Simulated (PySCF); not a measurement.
## Energy of Mn (manganese, neutral) between two integer charges

The 4s beta orbital of [Ar] 3d5 4s2 is emptied in steps (occupation f), with all orbitals relaxed, ending at [Ar] 3d5 4s1. All numbers are calculated (PySCF 2.14, the non-relativistic Hamiltonian (point nucleus), in def2-TZVP). The exact energy is a straight line in f; departures are measured from the line between the end points of the same method.

```
  f  TPSS (eV)
  1      0.000
0.8     -0.435
0.6     -0.664
0.4     -0.685
0.2     -0.487
  0      0.000
```

Question: For TPSS, how does the orbital energy at f = 1 compare with the removal energy?

Answer: −ε = 4.377 eV against a total-energy difference of 7.071 eV. By Janak's theorem ε = ∂E/∂f, so the gap between them reflects the curvature. Along the path −ε is 5.412 (f = 0.8), 6.446 (f = 0.6), 7.487 (f = 0.4), 8.698 (f = 0.2) eV.

Reference removal energy between the ground levels: 7.434 eV (measured; NIST Atomic Spectra Database, ionization energies).
